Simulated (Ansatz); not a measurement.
Reaction (formal exchange of groups at a B–C bond): `B/C=C/CO` + `[CH3][GeH2][CH3]` → `B[CH2][GeH2][CH3]` + `C=CCO`

Program: Ansatz. Geometries: PBE0-D4/def2-TZVP. ΔE: electronic, gas phase. CCSD(T)/CBS adds triple-zeta CCSD(T) − MP2 to the extrapolated MP2 energy (def2 sets, frozen cores). DFT in def2-TZVPP. B3LYP here is the variant with VWN-RPA as its local correlation; programs differ in this. For Ge outer-core shells are correlated without core-valence functions, which leaves a few kJ/mol of doubt a bond. Scalar relativity is left out up to krypton. One conformer a species, not always the lowest.

```tsv
level	ΔE (kJ/mol)
ωB97X-V	5.6
ωB97M-V	3.0
r2SCAN	4.4
B3LYP	10.8
HF/def2-TZVPP	19.0
MP2/def2-QZVPP	1.6
HF/CBS(def2)	19.2
CCSD/CBS(def2)	3.0
```

Problem. What does CCSD(T)/CBS give? (An estimate is asked.)

Solution. Computed: +1.4 kJ/mol. The listed levels differ from it by 4.2, 1.6, 3.0, 9.4, 17.6, 0.2, 17.8, 1.6 kJ/mol.

Largest T1 diagnostic among the species: 0.011.

In def2-TZVPP, CCSD(T) changes the Hartree–Fock value by −16.6 kJ/mol (the triples alone add −1.6 kJ/mol) and MP2 by −16.8 kJ/mol.
